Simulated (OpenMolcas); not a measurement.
**What dynamic correlation does to the levels of Tl+**

```
Program             : OpenMolcas
Basis               : ANO-RCC-VDZP [7s6p4d2f1g]
Scalar Hamiltonian  : DKH2, point nucleus
Active space        : 2 electrons in 4 orbitals (6s 6p)
State averaging     : 2S+1 = 3 even, 3 roots; 2S+1 = 1 even, 7 roots; 2S+1 = 3 odd, 3 roots; 2S+1 = 1 odd, 3 roots
Spin-orbit coupling : state interaction with AMFI integrals over the reference wave functions, term energies averaged over their components
```

Methods on the same reference wave functions:
A. CASSCF
B. SS-CASPT2, IPEA 0.25 Eh, imaginary shift 0.1 Eh (closed shells correlated: 5d)
C. MS-CASPT2, IPEA 0.25 Eh, imaginary shift 0.1 Eh (closed shells correlated: 5d)

Energies in cm⁻¹ above 6s² ¹S₀, the measured ground level; measured values from NIST Handbook of Basic Atomic Spectroscopic Data.

```
         Level       A       B       C  Measured
       6s² ¹S₀     0.0     0.0     0.0       0.0
    6s 6p ³P°₀   43383   50530   51020     49451
    6s 6p ³P°₁   46439   53430   53920     52394
    6s 6p ³P°₂   54047   61190   61680     61728
    6s 6p ¹P°₁   75071   75520   76000     75663
       6p² ³P₀  113668  121940  122420          
       6p² ³P₁  119850  128570  129050          
6p² ³P₂ [60 %]  123431  131440  131930          
6p² ¹D₂ [60 %]  133645  141100  141580          
       6p² ¹S₀  147621  152080  153050
```

Deviations, from unrounded energies. A percentage is the sum of absolute deviations over the sum of measured energies, with the sign that they share, or ± where signs differ.

| Against measurement | Levels | A | B | C |
| --- | --- | --- | --- | --- |
| mean absolute deviation (cm-1) | 4 | 5100 | 700 | 870 |
| other configurations (%) | 4 | -8.5 | ±1.2 | ±1.5 |

B lies closest to measurement on these levels and A furthest from it. The largest miss of B in the table is 6s 6p ³P°₀, by +1100 cm-1. The ranking rests on the paired levels alone, and a cruder setting can come out closer through cancelling errors.

Between B and C the level of the table that moves most is 6p² ¹S₀, by 970 cm-1 (lowest in B, highest in C). Moves below CASPT2's spread within the term are not significant.

The lowest spin-free term lies below A's lowest term by 0.360 hartree in B, 0.362 hartree in C.

Term energies are means over components that CASPT2 splits; among the terms shown or strongly mixed into the levels shown the widest spread is 94 cm-1 (6p² ¹D, C). The ¹D term of p² mixes with s d, which this space lacks. Spin-orbit splittings of 6p shells tend to come out small when the coupling is added on scalar orbitals. Computed and measured levels are paired by configuration, term and J; levels that our copy of the source lacks, or whose pairing is in doubt (as where it misses far off the trend of its configuration), stay unpaired and out of the deviations. Only configurations of the active space appear.

A share in square brackets marks a mixed level and gives the weight of the term that names it, the lowest over the columns. ° marks odd parity.
